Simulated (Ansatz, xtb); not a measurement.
## Two isomers of C6H3FGe

Structure a: `C#CC#C[C]1=[CH][Ge@@H]1[F]`, a singlet. Structure b: `C#[C][Ge]([F])([C]#C)[C]#C`, a singlet. Both are isolated molecules in the gas phase, relaxed with PBE0-D4/def2-SVP.

a (Å):

```yaml
atoms:
  - { symbol: C, position_ang: [-1.2680, -0.2791, -3.7072] }
  - { symbol: C, position_ang: [-1.2476, 0.3542, -2.6668] }
  - { symbol: C, position_ang: [-1.2253, 1.0642, -1.5011] }
  - { symbol: C, position_ang: [-1.2052, 1.7115, -0.4608] }
  - { symbol: C, position_ang: [-1.1807, 2.3810, 0.7591] }
  - { symbol: C, position_ang: [-1.2333, 3.6496, 1.2396] }
  - { symbol: F, position_ang: [0.5474, 2.2531, 3.3811] }
  - { symbol: Ge, position_ang: [-1.0268, 2.4450, 2.6605] }
  - { symbol: H, position_ang: [-1.2851, -0.8380, -4.6249] }
  - { symbol: H, position_ang: [-1.3169, 4.6361, 0.7735] }
  - { symbol: H, position_ang: [-2.0374, 1.9906, 3.7029] }
```

b (Å):

```tsv
atom	x (Å)	y (Å)	z (Å)
C	-1.3725	0.5312	-2.7376
C	-1.5051	0.9821	-1.6175
C	-1.3425	3.5353	0.1622
C	-1.1053	4.7263	0.1874
C	-0.6421	0.7482	1.3680
C	0.0453	0.1463	2.1683
F	-3.3530	1.4692	0.5818
Ge	-1.6953	1.6857	0.1192
H	-1.2584	0.1307	-3.7299
H	-0.8985	5.7822	0.2105
H	0.6516	-0.3879	2.8791
```

**Question.** Which of the two would you expect CCSD(T)/def2-SVP + ΔMP2/def2-TZVPP electronic energies to favour?

**Answer.** Structure b; the calculation gives E(b) − E(a) = −0.985 eV.

Level by level:

```csv
level,geometry,E(b) − E(a) (eV),departure from the last row (eV),"job, with rough time for the two"
PBE0-D4/def2-SVP,PBE0-D4/def2-SVP,+0.008,+0.994,"optimisation, 71 s"
HF/def2-SVP,PBE0-D4/def2-SVP,−1.094,−0.109,part of the CCSD(T) run
MP2/def2-SVP,PBE0-D4/def2-SVP,−0.629,+0.356,part of the CCSD(T) run
CCSD(T)/def2-SVP,PBE0-D4/def2-SVP,−0.714,+0.271,single point
CCSD(T)/def2-SVP + ΔMP2/def2-TZVPP,PBE0-D4/def2-SVP,−0.985,,"single point, 3.7 min"
```

As drawn, b has 1 C≡C, 1 C–Ge, 1 C–H in place of 2 C–C, 1 C=C, 1 Ge–H. Structure a has a 3-membered ring, b no ring.

PBE0-D4/def2-SVP finds them nearly level. The largest departure from CCSD(T)/def2-SVP + ΔMP2/def2-TZVPP is that of PBE0-D4/def2-SVP, 0.994 eV. A small imaginary or near-zero mode remains, so no thermal terms are given. Levels run at GFN2-xTB geometries aren't shown. The last row adds to CCSD(T) the change of the MP2 difference between the two basis sets, here −0.271 eV, a large step that makes the value less sure.

The correlated steps freeze 16 core orbitals; the filled d shell of Ge is correlated, in a basis made for valence electrons. Programs: Ansatz 0.2.0, xtb 6.7.1; the last row on 2 threads of Arm Neoverse V1 on a shared host.
